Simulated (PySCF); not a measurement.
All values below come from ωB97X-D3(BJ)/def2-TZVP // B3LYP-D3(BJ)/def2-SVP (PySCF 2.14.0). Gas-phase values, no solvent. One relaxed conformer stands for a flexible species; it need not be the lowest. Excitations are Tamm–Dancoff values on a coarser integration grid. The basis has no diffuse functions, so Rydberg states are missing or too high.

Reference species (SMILES): `[SiH3]c1ccc(c(c1)S)C=C` (C–C–C–C torsion 32°, C–C–S–H torsion 44°) (neutral, multiplicity 1).

The T1 excitation (TDA) is 3.38 eV and the S1 oscillator strength is 0.081.

Changed species: `C=Cc1cc([SiH3])ccc1S` (C–C–C–C torsion 34°, C–C–S–H torsion 38°).

**Question.** Give the shifts of the T1 excitation (TDA) and S1 oscillator strength.

**Answer.** the T1 excitation (TDA) increases by 0.07 eV, to 3.45 eV; the S1 oscillator strength falls by 0.041, to 0.040.
